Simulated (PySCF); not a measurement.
PySCF 2.14 calculation with GIAO PBE0/pcSseg-1 shieldings and geometry: GFN2-xTB; one computed conformer, no relativistic terms, fast rotation and ring inversion assumed for equivalent nuclei, in vacuum.

Shifts are taken against calculated references (same method and geometry level): 1H and 13C against TMS. Shifts are as computed. Against solution values, carbons near 30 ppm lie about +3 ppm off and those near 130 ppm about +5 ppm; carbons on Cl a further +6 ppm. Of 1211 compounds with measured shifts, 218 miss one by over three times the rms of a fit or turn the order of signals round; such compounds aren't used in these exercises. Carbons bonded to Cl come out too deshielded.

(1) Order these molecules by the shift of their most shielded carbon-bound hydrogen, lowest δ first.
A. O=C1OC[C@H]1C(F)(F)F
B. C=C(Cl)C(=O)C#CC
C. CO[C@@H]1C[C@@H]1C#CC=O
D. O=C1C=C[C@H](C2CC2)O1

(2) Order these molecules by the shift of their most shielded carbon, lowest δ first.
A. CO[C@@H]1C[C@@H]1C#CC=O
B. O=C1OC[C@H]1C(F)(F)F
C. C=C(Cl)C(=O)C#CC

(3) How many 13C and 1H signals does each give (equivalence by symmetry and fast rotation, but not about amide C–N or C=N bonds)? `CO[C@@H]1C[C@@H]1C#CC=O`, `O=C1OC[C@H]1C(F)(F)F`, `O=C1C=C[C@H](C2CC2)O1`, `C=C(Cl)C(=O)C#CC`

Answers

(1) D (0.22 ppm, hydrogen on a three-membered-ring carbon), C (1.27 ppm, hydrogen on a three-membered-ring carbon), B (2.33 ppm, hydrogen on a propargylic methyl carbon), A (4.16 ppm, hydrogen on an sp3 CH α to a carbonyl).

(2) C (5.6 ppm, propargylic methyl carbon), A (10.6 ppm, three-membered-ring carbon), B (60.6 ppm, sp3 CH2 bonded to O).

(3) CO[C@@H]1C[C@@H]1C#CC=O: 7 C, 6 H; O=C1OC[C@H]1C(F)(F)F: 4 C, 3 H; O=C1C=C[C@H](C2CC2)O1: 7 C, 8 H; C=C(Cl)C(=O)C#CC: 6 C, 3 H.
